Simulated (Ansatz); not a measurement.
Sn₆⁻. The state is a doublet with charge -1. Geometry PBE-D4/def2-SVP, that of the neutral singlet; atoms count from 1.

```xyz
6

Sn   -1.0973   -1.2444    0.4404
Sn   -1.8207    1.3424   -0.7363
Sn    0.1906   -0.9368   -2.1770
Sn    1.0952    1.2465   -0.4396
Sn   -0.1876    0.9349    2.1789
Sn    1.8198   -1.3426    0.7335
```

In the def2 sets Sn takes a core potential; there is no spin–orbit coupling. The structure comes from a short search, and lower isomers may exist.

Q: Estimate the Mulliken populations from the PBE0/def2-SVP orbitals of Ansatz.

A: 
```tsv
atom	charge (e)	spin (α − β)
Sn1	-0.22	0.26
Sn2	-0.14	0.12
Sn3	-0.14	0.12
Sn4	-0.22	0.26
Sn5	-0.14	0.12
Sn6	-0.14	0.12
```
Mulliken values and Mayer orders depend strongly on the basis.

Q: Where does the spin sit?

A: Summed by element: Sn 1.00, of 1 unpaired in all. Largest on single atoms: Sn1 0.26, Sn4 0.26, Sn2 0.12.

Q: And the Mayer bond orders between bonded heavy atoms (over 0.3)?

A: Sn1–Sn2 0.67 (2.93 Å); Sn1–Sn3 0.67 (2.93 Å); Sn1–Sn5 0.67 (2.93 Å); Sn1–Sn6 0.67 (2.93 Å); Sn2–Sn3 0.54 (3.36 Å); Sn2–Sn4 0.67 (2.93 Å); Sn2–Sn5 0.53 (3.37 Å); Sn3–Sn4 0.67 (2.93 Å); Sn3–Sn6 0.54 (3.36 Å); Sn4–Sn5 0.67 (2.93 Å); Sn4–Sn6 0.67 (2.93 Å); Sn5–Sn6 0.54 (3.36 Å). Values over 0.3 also appear between atoms too far apart for a bond (Sn1–Sn4 0.31 at 3.43 Å; Sn2–Sn6 0.34 at 4.76 Å; Sn3–Sn5 0.34 at 4.76 Å); they arise where an orbital or an unpaired electron spreads over both atoms.
